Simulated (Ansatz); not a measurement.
A structure relaxed at PBE0-D4/def2-TZVP, charge 0, multiplicity 1:

Cartesian coordinates in Å:
```
C -2.225 -1.412 -1.446
C -1.867 -0.439 -0.829
Si -1.247 0.988 0.131
Si 0.768 0.355 1.143
C 1.974 -0.292 -0.138
H -2.550 -2.267 -1.993
H -1.045 2.126 -0.806
H -2.276 1.378 1.130
H 0.471 -0.693 2.159
H 1.338 1.532 1.859
H 1.538 -1.138 -0.675
H 2.218 0.484 -0.867
H 2.901 -0.623 0.333
```

Give its formula and SMILES.

C3H8Si2, `C#C[SiH2][SiH2]C`.

Point group (tolerance 0.08 Å, 0.16 Å for H)?

C1.

Summarise the bond lengths by kind.

1 × C–C 1.207 Å; 4 × C–H 1.066 to 1.092 Å; 2 × C–Si 1.827 to 1.874 Å; 1 × Si–Si 2.342 Å; 4 × H–Si 1.487 to 1.491 Å.

All numbers were calculated with Ansatz.
